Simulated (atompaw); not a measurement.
xenon: one change to a PAW (atompaw) potential, before and after

Xe, PAW, made with atompaw 4.2.0.5 (PBE, scalar-relativistic). Core [Kr], reference 4d10 5s2 5p6. Waves: 5s (bound): rc 1.40 bohr; 5s channel at -1.05 Ry: rc 1.40 bohr; 5p (bound): rc 2.20 bohr; 5p channel at 0.85 Ry: rc 2.20 bohr; 4d (bound): rc 2.20 bohr; 4d channel at -3 Ry: rc 2.20 bohr. Local part: bessel scheme, radius 1.60 bohr. Core correction: smooth core density matched at 2.00 bohr. Augmentation charge: besselshape compensation charge, radius 1.95 bohr; PAW radius 2.20 bohr; waves and projectors: custom polynom vanderbiltortho.

All-electron outer shells of the reference configuration (PBE, scalar-relativistic, ld1.x):

```
shell  level (eV)  outermost node (bohr)  outermost maximum (bohr)
   4s     -197.46                   0.36                      0.66
   4p     -141.27                   0.36                      0.69
   4d      -59.38                   0.34                      0.75
   5s      -19.74                   0.85                      1.63
   5p       -8.23                   0.92                      1.91
```

Change: reference 4d10 5s2 5p4.

Cutoffs: the cutoffs (Ry, on a coarse ladder) from which the occupation-weighted sum of valence levels, in a spherical-Bessel basis at the reference potential, stays within 10 and 1 mRy of its value at 400 Ry; they do not see the model core or the augmentation charge, which bear on the density cutoff.

Q: What does the change do?

A: The potential gets neither clearly harder nor softer (35 Ry and 55 Ry → 35 Ry and 55 Ry); both files keep a bound ghost (s); the range in which the d phases agree narrows (upper end 0.1 → -1.0).

```tsv
quantity	base	changed
cutoff, loose	35 Ry	35 Ry
cutoff, tight	55 Ry	55 Ry
bound ghosts	s	s
s: phases at 2.22 bohr within 0.05 rad from the reference energy up to (Ry; the scan ends near 5)	to the end of the scan	to the end of the scan
p: phases at 2.22 bohr within 0.05 rad from the reference energy up to (Ry; the scan ends near 5)	to the end of the scan	4.7
d: phases at 2.22 bohr within 0.05 rad from the reference energy up to (Ry; the scan ends near 5)	0.1	-1.0
lowest overlap eigenvalue by channel	s 0.53, p 0.35, d 0.97	s 0.53, p 0.33, d 0.95
```

 A true bound ghost makes a file unfit for plane-wave use even where its test errors are small: the radial tests pick states by their node count and pass the ghost by. The cutoffs see the waves, projectors and local potential, not the compensation charge or the core.
